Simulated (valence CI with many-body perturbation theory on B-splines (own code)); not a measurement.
From CI to CI+MBPT in Ag XLIII

Calculated by valence CI with perturbative core correlation (CI+MBPT): three valence electrons over a frozen Dirac-Fock core [He], a basis of 11 s, 11 p, 9 d, 7 f, 5 g, 2 h, 1 i functions for each j, with the one-electron correlation potential Σ1, the two-electron term Σ2, the three-electron term Σ3, Breit, model QED; selected CI, second order for the rest (own B-spline code, finite nucleus).

The last digits are not significant, and no measured levels were compared; by estimate large intervals hold to a few tenths of a per cent, small ones and those within an open d or f shell to about a per cent.

Each rung adds one term. CI alone is the Dirac-Coulomb CI over the frozen core; QED comes last and gives the full result, which names the levels. Energies are above (2s^2 2p1/2) J=1/2 on the same rung, in Ry.

Levels are named by their leading jj configuration (3d3/2^4 stands for four electrons in 3d with j = 3/2), which in mixed levels can hold well under half, so a name can repeat and another be missing. Letters in brackets count levels of one name in rising energy.

```tsv
Level	CI alone
(2s 2p1/2^2) J=1/2	9.71
(2s^2 2p3/2) J=3/2	14.59
(2s 2p1/2 2p3/2) J=3/2 [a]	21.42
(2s 2p1/2 2p3/2) J=5/2	23.60
(2s 2p1/2 2p3/2) J=3/2 [b]	26.69
(2s 2p1/2 2p3/2) J=1/2	26.78
(2s 2p3/2^2) J=5/2	37.46
(2p1/2^2 2p3/2) J=3/2	37.32
(2s 2p3/2^2) J=1/2	41.87
(2s 2p3/2^2) J=3/2	42.11
(2p1/2 2p3/2^2) J=3/2	49.99
(2p1/2 2p3/2^2) J=5/2	51.45
(2p1/2 2p3/2^2) J=1/2	53.62
(2p3/2^3) J=3/2	66.71
(2s^2 3s) J=1/2	279.76
(2s^2 3p1/2) J=1/2	283.22
```

Q: What do these energies become with core correlation, Breit and QED?

A: (2s 2p1/2^2) J=1/2 9.72 (+0.004); (2s^2 2p3/2) J=3/2 14.34 (-0.249); (2s 2p1/2 2p3/2) J=3/2 [a] 21.19 (-0.233); (2s 2p1/2 2p3/2) J=5/2 23.18 (-0.424); (2s 2p1/2 2p3/2) J=3/2 [b] 26.34 (-0.346); (2s 2p1/2 2p3/2) J=1/2 26.55 (-0.233); (2s 2p3/2^2) J=5/2 36.89 (-0.570); (2p1/2^2 2p3/2) J=3/2 37.01 (-0.311); (2s 2p3/2^2) J=1/2 41.48 (-0.394); (2s 2p3/2^2) J=3/2 41.56 (-0.548); (2p1/2 2p3/2^2) J=3/2 49.46 (-0.534); (2p1/2 2p3/2^2) J=5/2 50.74 (-0.715); (2p1/2 2p3/2^2) J=1/2 53.15 (-0.467); (2p3/2^3) J=3/2 65.93 (-0.772); (2s^2 3s) J=1/2 279.41 (-0.352); (2s^2 3p1/2) J=1/2 282.86 (-0.355).

Q: How does the ionisation energy move along the ladder, and which term matters most?

A: CI alone 6793.9, + Σ1 6794.3, + Σ2 6794.2, + Σ3 6794.2, + Breit 6787.0, + QED 6787.0 eV. The largest step is Breit, -7.2 eV. NIST lists 6785 ± 5 eV (semi-empirical).
